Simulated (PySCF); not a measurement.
# Bromine: a sound run and one with changed settings

Sound run: Br²⁺ [Ar] 3d10 4s2 4p3, Br³⁺ [Ar] 3d10 4s2 4p2. All numbers are calculated (PySCF 2.14, the spin-free X2C one-electron Hamiltonian (Gaussian nucleus), in x2c-SVPall). In the sound run the correlated levels freeze [Ar] 3d10. The sound run starts from symmetry-adapted Hartree-Fock orbitals and uses a fine grid where one is needed.

Changed run: the non-relativistic Hamiltonian (point nucleus). This setting is unsound on purpose.

```csv
species,method,sound run (hartree),changed run (hartree),converged
Br²⁺,UHF,-2602.81535,-2556.47869,yes
Br²⁺,PBE,-2604.18024,-2557.84975,yes
Br²⁺,M06-2X,-2604.64818,-2558.32012,yes
Br²⁺,MP2,-2602.87680,-2556.54128,yes
Br²⁺,CCSD(T),-2602.89277,-2556.55825,yes
Br³⁺,UHF,-2601.54359,-2555.20831,yes
Br³⁺,PBE,-2602.88927,-2556.56010,yes
Br³⁺,M06-2X,-2603.36154,-2557.03305,yes
Br³⁺,MP2,-2601.59140,-2555.25719,yes
Br³⁺,CCSD(T),-2601.60923,-2555.27660,yes
```

Ionisation energy of Br²⁺:

```json
{"method": "UHF", "sound run (eV)": "34.606", "changed run (eV)": "34.569"}
{"method": "PBE", "sound run (eV)": "35.129", "changed run (eV)": "35.093"}
{"method": "M06-2X", "sound run (eV)": "35.011", "changed run (eV)": "35.023"}
{"method": "MP2", "sound run (eV)": "34.978", "changed run (eV)": "34.942"}
{"method": "SCS-MP2", "sound run (eV)": "34.843", "changed run (eV)": "34.807"}
{"method": "CCSD", "sound run (eV)": "34.923", "changed run (eV)": "34.872"}
{"method": "CCSD(T)", "sound run (eV)": "34.927", "changed run (eV)": "34.875"}
```

Most of the change in total energy is the relativistic energy itself. On top of that the contraction fixes the core shape for the Hamiltonian it was made with, so the changed run is not a good calculation with the other Hamiltonian either.

For comparison, NIST gives 34.871 ± 0.019 eV between the lowest levels.
